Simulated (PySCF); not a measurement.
Adding and removing an electron: ZnO

UHF; PySCF, no relativity, basis sets Zn def2-TZVPPD, O def2-TZVPPD. Neutral (UHF): triplet (σ ↑, π ↑), Re = 1.868 Å, ωe = 581 cm⁻¹, De = 0.44 eV, HOMO -8.80 eV, LUMO 0.01 eV.

ZnO⁺ (ROHF): doublet (π ↑), Re = 1.790 Å, ωe = 714 cm⁻¹, De = -0.28 eV to Zn⁺ + O. The energies at the minima are -1852.63907 hartree for ZnO and -1852.32513 for ZnO⁺.

Question: Work out the adiabatic ionisation energy, without and with harmonic zero-point energies (1 hartree = 27.2114 eV, 1 eV = 8065.5 cm⁻¹), and the change of the bond length.

Answer: At HF: 0.31394 hartree = 8.543 eV between the minima; the zero-point term (714.0 − 581.0)/2 cm⁻¹ = +0.008 eV makes it 8.551 eV. Re changes by -7.8 pm against the neutral. The electron leaves a σ orbital; in so polar a molecule the change of length follows mostly from the change of the ionic charges.

UHF and ROHF references stand side by side, which adds small steps between rows. For an ion De counts to the pair picked by the measured ionisation energies or electron affinities, which need not be the lowest pair at this level. Hartree–Fock leaves out correlation, which carries a large part of most bond energies and some tenths to 1 eV of ionisation energies. A negative De means that the minimum lies above the separated atoms at that level. States were picked by a PBE0 search and need not be the measured ground states.

Neutral and ion stand on different kinds of reference determinant, which adds to the error of the difference.
